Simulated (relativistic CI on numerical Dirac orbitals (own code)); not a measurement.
# Ba48+: sensitivity of the levels to the model

Base calculation: Dirac-Coulomb-Breit CI, KLI orbitals optimised for each configuration, model QED (radiative potential, 1s self-energy scaled to tabulated hydrogen-like ionisation energies), unscaled Slater integrals.

CI space (outside the closed core 1s2): 2s²2p⁴, 2s2p⁵, 2p⁶, 2p⁵3s, 2p⁵3p, 2p⁵3d, 2s²2p³3s, 2s²2p³3p, 2s²2p³3d, 2s2p⁴3s, 2s2p⁴3p, 2s2p⁴3d, 2s²2p³4s, 2s²2p³4p, 2s²2p³4d, 2s²2p³4f. Levels of other configurations are missing.

The lowest level and the first level of each name with at least 55 % of one term (blank where a level has no safe partner in the second run):

| Level | Base (eV) | Shift (eV) |
| --- | --- | --- |
| 2s²2p⁴ ³P2 | 0.00 | 0.00 |
| 2s²2p⁴ ¹S0 | 40.20 | -3.46 |
| 2s²2p⁴ ³P1 | 393.73 | +3.73 |
| 2s²2p⁴ ¹D2 | 410.93 | +6.96 |
| 2s2p⁵ ³P°2 | 667.60 | -0.54 |
| 2s2p⁵ ¹P°1 | 724.37 | -1.43 |
| 2s²2p⁴ ³P0 | 819.28 | +8.79 |
| 2s2p⁵ ³P°0 | 1069.66 | +3.39 |
| 2s2p⁵ ³P°1 | 1102.53 | +4.95 |
| 2p⁶ ¹S0 | 1425.48 | -2.83 |
| 2s²2p³3p ³P0 | 5048.36 | +3.75 |
| 2s²2p³3d ³P°0 | 5106.25 | +3.68 |
| 2s²2p³3s ³D°3 | 5218.75 | +15.13 |
| 2s²2p³3s ¹D°2 | 5224.35 | +14.69 |
| 2s²2p³3s ³P°0 | 5251.22 | +9.35 |
| 2s²2p³3s ³P°1 | 5254.23 | +9.82 |
| 2s²2p³3p ³D1 | 5329.53 | +8.34 |
| 2s²2p³3p ³F4 | 5410.79 | +15.66 |
| 2s2p⁴3s ⁵P3 | 5435.05 | +8.46 |
| 2s²2p³3d ³G°4 | 5501.89 | +16.17 |

At this charge energies of transitions that change n are usually good to better than 1 %, and those within a shell (Δn = 0) to a few per cent.

**Question.** One thing was changed in a second run, which moved the levels as shown. Which?
A. Breit term removed
B. configuration mixing switched off
C. QED terms removed
D. P86 correlation estimate

**Answer.** A. Breit term removed. The Breit term mainly narrows fine-structure intervals, so removing it widens them.

LS names give the leading component of a level, which can be under half, so a name can repeat, a term be missing and a line seem to break the LS rules.
